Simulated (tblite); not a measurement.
Compound: C6H13OP.
Z-matrix (Å and degrees, GFN2-xTB geometry), rows numbered from 1:
```
C 
C   1  1.5200
C   2  1.5218  1  110.76
P   3  1.8363  2  108.37  1    61.66
O   4  1.4695  3  117.04  2    49.94
C   4  1.8125  3  112.28  2  -161.98
C   6  1.5644  4   64.59  3   106.14
C   7  1.5057  4  126.77  6   106.28
H   1  1.0917  2  109.19  3   -59.19
H   1  1.0886  2  110.88  3    60.58
H   1  1.0873  2  110.92  3  -178.61
H   2  1.0927  1  110.47  3  -121.80
H   2  1.0922  1  109.21  3   119.28
H   3  1.0889  2  111.98  1   -59.51
H   3  1.0934  2  110.88  1   178.51
H   6  1.0819  4  118.47  7   107.54
H   6  1.0806  4  120.87  7  -105.00
H   7  1.0874  4  112.69  6  -105.79
H   8  1.0874  7  111.16  4   -31.79
H   8  1.0885  7  110.95  4    89.00
H   8  1.0901  7  109.77  4  -151.34
```

Level: GFN2-xTB in tblite, geometry and Hessian alike; calculated harmonic values, unscaled, isolated species. Against measured fundamentals such values can be off by several per cent, at times by over 20. One conformer, not necessarily the lowest.

Harmonic wavenumbers (cm⁻¹): 66.8, 95.0, 135.7, 159.4, 184.0, 203.8, 262.9, 267.9, 289.7, 330.3, 393.1, 425.3, 614.4, 695.1, 711.7, 751.4, 804.5, 845.5, 887.9, 932.8, 939.4, 976.7, 1007.3, 1018.8, 1045.2, 1102.4, 1113.6, 1121.6, 1161.1, 1181.0, 1221.7, 1258.9, 1267.1, 1304.8, 1336.0, 1394.7, 1407.5, 1410.4, 1418.8, 1475.8, 1485.5, 1490.7, 1496.3, 1497.9, 2943.1, 2965.3, 2983.5, 2989.3, 2991.0, 2993.3, 3002.3, 3024.3, 3025.0, 3035.1, 3042.7, 3052.0, 3072.8.

A = 2222, B = 1424, C = 1100 MHz; mass 132.070 u (most abundant isotopes); point group C1, symmetry number 1.

Task: What is the zero-point energy?

Result: Half the sum of the wavenumbers: 39155 cm⁻¹ = 111.95 kcal/mol.

Task: Entropy at 500 K, 1 bar (ideal gas, RRHO, classical rotation)?

Result: Translation 43.14, rotation 30.45, vibration 49.70: S = 123.3 cal/(mol K).

Task: And Cp and H(500 K) − H(0)?

Result: Cp = 59.79 cal/(mol K), of which vibrations give 51.84 (their classical limit is 57 R = 113.3); H(500 K) − H(0) = 17.14 kcal/mol without the zero-point energy, 13.17 from vibrations.

Task: How do the functions run with temperature in this model?

Result: 
```
 T (K)  S (cal/(mol K))  Cp (cal/(mol K))  H − H(0) (kcal/mol)  G − H(0) (kcal/mol)  ln q(vib)
    50             57.2              12.2                 0.47                -2.39       0.27
   100             67.9              19.1                 1.26                -5.53       1.24
298.15             97.9              39.4                 7.05               -22.14       6.40
373.15            107.6              47.5                10.31               -29.85       8.39
   750            151.1              77.3                34.44               -78.89      18.28
  1000            175.0              88.9                55.30              -119.73      24.44
```

q(vib) and H(0) count from the zero-point level.

Task: Which modes carry the vibrational entropy at 500 K?

Result: 66.8 cm⁻¹: 5.27; 95.0 cm⁻¹: 4.57; 135.7 cm⁻¹: 3.87; 159.4 cm⁻¹: 3.55; 184.0 cm⁻¹: 3.27; 203.8 cm⁻¹: 3.08 cal/(mol K); the other 51 give 26.09 together.

Task: What must be added to the electronic energy to get the Gibbs energy at 500 K and 1 bar?

Result: ZPE + [H(500 K) − H(0)] − T·S = 111.95 + 17.14 − 61.65 = 67.44 kcal/mol.

Task: Blend soft modes into free rotors: weight 1/[1 + (100 cm⁻¹/ν̃)⁴] for the oscillator and the rest for a rotor with moment μB/(μ + B), μ = h/(8π²ν), B = 10⁻⁴⁴ kg m². What vibrational entropy results?

Result: 47.48 cal/(mol K) in place of 49.70, which changes −T·S at 500 K by +1.11 kcal/mol.

Hindered rotation and anharmonicity are outside this model. Other conformers, if any are populated, would add a mixing term that is left out. The structure is chiral; the term R ln 2 for an equal mix with its mirror image is left out.
